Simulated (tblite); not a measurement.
Species: C7H18GaNO.
Cartesian coordinates in Å at the GFN2-xTB level; atoms count from 1:
```
atom  x, y, z in Å
C1     2.7677    1.4318    1.1713
C2     2.2575    0.4873    0.0973
O3     0.8915    0.2391    0.3610
C4     0.1829   -0.5340   -0.5774
C5    -0.2348    0.3583   -1.7476
C6    -1.0031    1.5716   -1.1810
Ga7   -1.3948    1.0641    0.7648
N8    -0.9801   -0.9509    0.2030
C9    -0.5891   -1.8660    1.2670
C10   -2.0484   -1.5391   -0.5910
H11    2.6818    0.9668    2.1497
H12    3.8063    1.6883    0.9836
H13    2.1630    2.3357    1.1668
H14    2.8080   -0.4670    0.1146
H15    2.3825    0.9419   -0.8941
H16    0.7866   -1.4031   -0.9129
H17   -0.8270   -0.2202   -2.4575
H18    0.6733    0.6658   -2.2740
H19   -0.3837    2.4700   -1.2886
H20   -1.8916    1.7635   -1.7949
H21   -0.6664    1.5379    2.0431
H22   -2.9096    0.8038    1.1077
H23   -0.2499   -2.8278    0.8628
H24    0.2084   -1.4146    1.8546
H25   -1.4446   -2.0275    1.9225
H26   -1.6802   -2.3479   -1.2323
H27   -2.5253   -0.7664   -1.1941
H28   -2.8021   -1.9341    0.0898
```

Computed with GFN2-xTB (tblite): harmonic, unscaled wavenumbers at the GFN2-xTB geometry, gas phase. Against measured fundamentals such values can be off by several per cent, at times by over 20. Modes of hydrogen on gallium can be 10 to 20 % off. One conformer, not necessarily the lowest.

Harmonic wavenumbers (cm⁻¹): 46.0, 68.1, 82.0, 129.2, 135.5, 166.6, 194.6, 215.2, 218.6, 232.9, 270.3, 306.1, 333.8, 349.1, 410.7, 424.5, 479.4, 489.7, 519.3, 533.7, 588.4, 622.9, 704.8, 825.8, 839.5, 848.9, 905.3, 925.3, 970.1, 1023.6, 1030.4, 1032.6, 1071.5, 1087.0, 1114.5, 1132.1, 1139.2, 1150.3, 1155.5, 1192.7, 1219.1, 1220.4, 1246.9, 1254.4, 1286.0, 1287.9, 1322.2, 1336.8, 1399.5, 1401.3, 1419.0, 1458.9, 1467.3, 1468.6, 1475.8, 1481.1, 1486.2, 1487.3, 1488.7, 1513.9, 1612.7, 1725.7, 2748.7, 2850.0, 2891.3, 2900.2, 2914.3, 2918.7, 2927.8, 2948.3, 2986.9, 2998.6, 3004.6, 3012.9, 3025.3, 3040.0, 3049.2, 3053.5.

A = 1234, B = 829.8, C = 741.6 MHz; mass 201.064 u (most abundant isotopes); point group C1, symmetry number 1.

What is the zero-point energy?

Half the sum of the wavenumbers: 51648 cm⁻¹ = 147.67 kcal/mol.

Give the ideal-gas entropy at 200 K and 1 bar in the rigid-rotor, harmonic-oscillator model (classical rotation).

Translation 39.84, rotation 29.24, vibration 27.42: S = 96.5 cal/(mol K).

And Cp and H(200 K) − H(0)?

Cp = 38.86 cal/(mol K), of which vibrations give 30.91 (their classical limit is 78 R = 155.0); H(200 K) − H(0) = 4.68 kcal/mol without the zero-point energy, 3.09 from vibrations.

Blend soft modes into free rotors: weight 1/[1 + (100 cm⁻¹/ν̃)⁴] for the oscillator and the rest for a rotor with moment μB/(μ + B), μ = h/(8π²ν), B = 10⁻⁴⁴ kg m². What vibrational entropy results?

25.87 cal/(mol K) in place of 27.42, which changes −T·S at 200 K by +0.31 kcal/mol.

How do the functions run with temperature in this model?

| T (K) | S (cal/(mol K)) | Cp (cal/(mol K)) | H − H(0) (kcal/mol) | G − H(0) (kcal/mol) | ln q(vib) |
| --- | --- | --- | --- | --- | --- |
| 150 | 86.4 | 31.9 | 2.91 | -10.05 | 4.10 |
| 250 | 105.9 | 45.8 | 6.79 | -19.69 | 7.97 |
| 298.15 | 114.6 | 52.8 | 9.17 | -25.00 | 9.83 |
| 400 | 132.1 | 67.4 | 15.29 | -37.57 | 13.73 |
| 600 | 164.3 | 91.3 | 31.29 | -67.26 | 21.26 |
| 900 | 206.1 | 114.9 | 62.51 | -123.00 | 32.00 |

q(vib) and H(0) count from the zero-point level.

What must be added to the electronic energy to get the Gibbs energy at 200 K and 1 bar?

ZPE + [H(200 K) − H(0)] − T·S = 147.67 + 4.68 − 19.30 = 133.05 kcal/mol.

Which modes carry the vibrational entropy at 200 K?

46.0 cm⁻¹: 4.19; 68.1 cm⁻¹: 3.42; 82.0 cm⁻¹: 3.06; 129.2 cm⁻¹: 2.20; 135.5 cm⁻¹: 2.11; 166.6 cm⁻¹: 1.74 cal/(mol K); the other 72 give 10.68 together.

Hindered rotation and anharmonicity are outside this model. Other conformers, if any are populated, would add a mixing term that is left out. The structure is chiral; the term R ln 2 for an equal mix with its mirror image is left out.

Time: 2.8 s wall. Hardware: one thread, Arm Neoverse N1 (aarch64), on a shared host. The figure is for the frequency step alone.
